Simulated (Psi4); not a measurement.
Psi4 input (wB97X-D/6-31G*):

```
memory 1500 MB

molecule {
1 2
C    -0.98678700   -1.03445100   -0.57141900
C     0.23494300   -0.12708300   -0.53220200
C     1.51139700   -0.86176700   -0.09731100
C     0.03264500    1.07922700    0.35474200
O    -0.96096500    1.32087300    0.98859700
H    -1.18955200   -1.44910200    0.41713800
H    -1.87546200   -0.48709200   -0.88436900
H    -0.82499000   -1.86191600   -1.26379100
H     0.42112700    0.28673500   -1.53365600
H     1.74532700   -1.66297400   -0.79889900
H     2.37033800   -0.18884600   -0.05706700
H     1.38122400   -1.30610100    0.89168200
H     0.90652300    1.76675700    0.39732500
symmetry c1
no_reorient
no_com
}

set {
  basis 6-31G*
  reference uks
  scf_type pk
  dft_radial_points 99
  dft_spherical_points 590
  e_convergence 1e-8
  d_convergence 1e-7
  maxiter 150
}

e = energy('wb97x-d')
print_out(f'\nFINAL {e:.10f} DIPOLE {variable("CURRENT DIPOLE")[0]:.6f} {variable("CURRENT DIPOLE")[1]:.6f} {variable("CURRENT DIPOLE")[2]:.6f}\n')
```

From the output:

```
              A
    DOCC [    19 ]
    SOCC [     1 ]
    NA   [    20 ]
    NB   [    19 ]

  @UKS Final Energy:  -232.03027511422886

   => Energetics <=

    Nuclear Repulsion Energy =            177.3195129262449257
    One-Electron Energy =                -654.8425323308717907
    Two-Electron Energy =                 268.0381175257954283
    DFT Exchange-Correlation Energy =     -22.5394541531823513
    Empirical Dispersion Energy =          -0.0059190822150072
    VV10 Nonlocal Energy =                  0.0000000000000000
    Total Energy =                       -232.0302751142288287

  UHF NO Occupations:
  HONO-2 :   18  A 1.9985347
  HONO-1 :   19  A 1.9984279
  HONO-0 :   20  A 1.0000000
  LUNO+0 :   21  A 0.0015721
  LUNO+1 :   22  A 0.0014653
  LUNO+2 :   23  A 0.0003011
  LUNO+3 :   24  A 0.0002623

Computation Completed

Properties will be evaluated at   0.000000,   0.000000,   0.000000 [a0]

Properties computed using the SCF density matrix

 Multipole Moments:

 ------------------------------------------------------------------------------------
     Multipole            Electronic (a.u.)      Nuclear  (a.u.)        Total (a.u.)
 ------------------------------------------------------------------------------------

 L = 1.  Multiply by 2.5417464519 to convert [e a0] to [Debye]
 Dipole X            :          0.6468872            0.0000057            0.6468929
 Dipole Y            :          0.7488746            0.0000019            0.7488765
 Dipole Z            :         -0.1319280           -0.0000019           -0.1319299
 Magnitude           :                                                    0.9983446

 ------------------------------------------------------------------------------------

FINAL -232.0302751142 DIPOLE 0.646893 0.748877 -0.131930

*** Psi4 exiting successfully. Buy a developer a beer!
```

The dipole moment of an ion depends on the origin.

The geometry given is a B3LYP-D3(BJ)/def2-TZVP minimum of the species of charge 0 and multiplicity 1, not of this state.
